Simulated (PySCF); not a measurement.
H3Si, SMILES [SiH3+], charge +1. Geometry: PBE0-D3(BJ)/def2-TZVPD.

TDA-PBE/def2-TZVPD run with PySCF puts the lowest singlet excitations at 5.27, 5.27, 9.80, 9.80, 10.32, 10.60 eV and the lowest triplet (TDA) at 4.57 eV.

Q: What are the lowest singlet roots from EOM-CCSD/aug-cc-pVDZ (PySCF)? (Estimate from the structure and the level; the computed values follow.)

A: 5.80, 5.80, 10.91, 10.91, 10.91, 12.03 eV; triplets 5.27, 5.27, 8.96 eV. S1 differs by 0.52 eV (second minus first; roots are paired by order, and the bases may differ).
